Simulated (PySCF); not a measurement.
# One change at a time: excitation energies

Method used: PySCF 2.14.0, density-fitted response routines, TDDFT CAM-B3LYP/def2-SVPD, vertical, gas phase, core orbitals frozen in the response. Geometries: GFN2-xTB; one conformer of each isolated species. Triplets are in the Tamm–Dancoff approximation. 'Strongest' means the level of largest summed f among the lowest 8 singlets; it needn't be the same kind of state in each.

Parent: `C1OC[SiH2]1`, with lowest singlet excitation energy 6.25 eV, LUMO energy 0.69 eV, HOMO energy -8.68 eV, oscillator strength of the strongest level 0.10, HOMO–LUMO gap 9.37 eV. Its spectrum: 6.25 eV (f 0.000); 6.60 eV (f 0.001); 6.74 eV (f 0.014); 7.25 eV (f 0.009); 7.31 eV (f 0.104).

Shifts from the parent:

```
                        change                     SMILES  Δ S1 (eV)  Δ LUMO (eV)  Δ HOMO (eV)  Δ f (strongest)  Δ gap (eV)
        H on C replaced by nPr         CCC[C@H]1OC[SiH2]1       0.00        +0.05        +0.08            -0.02       -0.03
H on C replaced by isopropenyl      C=C(C)[C@H]1OC[SiH2]1      -0.45        -0.14        +0.62            +0.16       -0.76
      H on C replaced by vinyl        C=C[C@@H]1OC[SiH2]1      -0.36        -0.20        +0.42            +0.10       -0.61
        H on C replaced by CH3           C[C@H]1OC[SiH2]1      -0.01        +0.03        +0.05            -0.02       -0.01
      H on C replaced by CHCl2     ClC(Cl)[C@H]1OC[SiH2]1      +0.29        -0.30        -0.59            -0.01       +0.29
       H on C replaced by SO3H  O=S(=O)(O)[C@H]1OC[SiH2]1      +0.40        -0.54        -0.90            -0.06       +0.37
       H on C replaced by OCF3   FC(F)(F)O[C@H]1OC[SiH2]1      +0.39        -0.51        -1.13            -0.04       +0.62
      H on C replaced by SOCH3  C[S@@](=O)[C@H]1OC[SiH2]1      -0.46        -0.09        +0.44            -0.07       -0.54
```

(1) Predict the same shifts for this change: H on C replaced by N=CH2 (`C=N[C@@H]1OC[SiH2]1`).

## Answers

(1) Δ lowest singlet excitation energy -1.13 eV, Δ LUMO energy -0.19 eV, Δ HOMO energy +0.01 eV, Δ oscillator strength of the strongest level +0.09, Δ HOMO–LUMO gap -0.20 eV. Spectrum: 5.12 eV (f 0.003); 6.30 eV (f 0.059); 6.56 eV (f 0.004); 6.64 eV (f 0.194); 6.85 eV (f 0.032). S1 falls most with H on C replaced by N=CH2 (-1.13 eV), and it rises most with H on C replaced by SO3H (+0.40 eV). S1 is simply the lowest singlet of each species and needn't be the same kind of state throughout. Over these 9 changes the shifts of S1 and of the HOMO–LUMO gap correlate with r = 0.73.

Lowest levels of each derivative:
- `CCC[C@H]1OC[SiH2]1`: 6.25 eV (f 0.002); 6.65 eV (f 0.030); 6.84 eV (f 0.001)
- `C=C(C)[C@H]1OC[SiH2]1`: 5.80 eV (f 0.083); 6.31 eV (f 0.002); 6.55 eV (f 0.264)
- `C=C[C@@H]1OC[SiH2]1`: 5.89 eV (f 0.115); 6.26 eV (f 0.005); 6.51 eV (f 0.204)
- `C[C@H]1OC[SiH2]1`: 6.24 eV (f 0.001); 6.66 eV (f 0.024); 6.80 eV (f 0.001)
- `ClC(Cl)[C@H]1OC[SiH2]1`: 6.53 eV (f 0.002); 6.84 eV (f 0.012); 6.96 eV (f 0.016)
- `O=S(=O)(O)[C@H]1OC[SiH2]1`: 6.65 eV (f 0.007); 6.86 eV (f 0.012); 7.27 eV (f 0.032)
- `FC(F)(F)O[C@H]1OC[SiH2]1`: 6.64 eV (f 0.008); 7.26 eV (f 0.027); 7.49 eV (f 0.064)
- `C[S@@](=O)[C@H]1OC[SiH2]1`: 5.79 eV (f 0.025); 5.91 eV (f 0.036); 6.20 eV (f 0.007)
- `C=N[C@@H]1OC[SiH2]1`: 5.12 eV (f 0.003); 6.30 eV (f 0.059); 6.56 eV (f 0.004)

Without π bonds the low states are Rydberg-like; a valence basis with one diffuse set may place them up to an eV too high.
